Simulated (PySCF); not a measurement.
GaH2, SMILES [GaH2], multiplicity 2.

Geometry: B3LYP-D3(BJ)/def2-TZVPD. The spin state was assumed, not searched. The isomer is the one that the SMILES or the coordinates give; other isomers of the formula were not compared.

The numbers are results of PySCF 2.14.0 with C-PCM-B3LYP/def2-TZVPD, not measurements.

The values are the electrostatic part of the solvation free energy, E(continuum) − E(gas) at the gas-phase geometry, in a cavity of scaled van der Waals radii (PySCF's table); cavitation and dispersion terms are not included. A continuum can't describe solvent molecules that bind to the metal. The dipole moment in vacuum is 0.32 D.

Q: Estimate the values in water (ε = 78.36), N,N-dimethylformamide (ε = 37.22), benzene (ε = 2.27). (Estimate from the structure and the level; the computed values follow.)

A: 
| solvent | ε | ΔG(elec) (kcal/mol) | dipole (D) |
|---|---|---|---|
| water | 78.36 | -2.1 | 0.52 |
| N,N-dimethylformamide | 37.22 | -2.1 | 0.52 |
| benzene | 2.27 | -1.1 | 0.41 |
